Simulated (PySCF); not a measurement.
C4H12Si2, SMILES C=C(C)[SiH2][SiH2]C.

The structure is a stationary point at PBE0-D3(BJ)/def2-SVP. The structure was generated by enumeration, and PubChem lists no compound with its InChIKey, so it may never have been made. The values are those of a single conformer.

Calculation: CAM-B3LYP/def2-TZVP run with PySCF.

The molecule is in vacuum.

```yaml
total_energy: -738.60399 hartree
highest_occupied_level: -8.47 eV
lowest_empty_level: 0.83 eV
orbital_gap: 9.31 eV
dipole_moment: 0.29 D
quadrupole, principal values (traceless, Buckingham form, about the centre of nuclear charge): -5.19, 0.14, 5.05 D·Å
```
